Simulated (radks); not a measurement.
Q: The mean radii <r> (bohr) of the occupied orbitals of an atom or ion are listed with their occupations. Method: scalar-relativistic Kohn-Sham, PBE, spin-polarised, spherical densities, point nucleus; computed with a radial shooting solver on a logarithmic mesh with Libxc functionals.

orbital  occ.      <r>
1s up       1  0.02905
1s down     1  0.02905
2s up       1   0.1255
2s down     1   0.1255
2p up       3   0.1096
2p down     3   0.1096
3s up       1   0.3393
3s down     1   0.3393
3p up       3   0.3377
3p down     3   0.3377
3d up       5   0.3146
3d down     5   0.3146
4s up       1   0.8180
4s down     1   0.8180
4p up       3   0.8838
4p down     3   0.8837
4d up       5    1.072
4d down     5    1.072
6s up       1    4.247

Name the element and its charge. Open shells, if any, are filled with parallel spins first.

A: Z = 50, tin, charge +3: Sn3+ in [Kr] 4d10 6s1. The 1s radius gives Z: for a bare nucleus <r> = (2 gamma + 1)/(2Z) with gamma = sqrt(1 - (Z/c)^2), 0.02862 bohr for Z = 50, and screening makes it slightly larger (0.02905 here). The occupations add up to 47, and the charge is Z minus that.
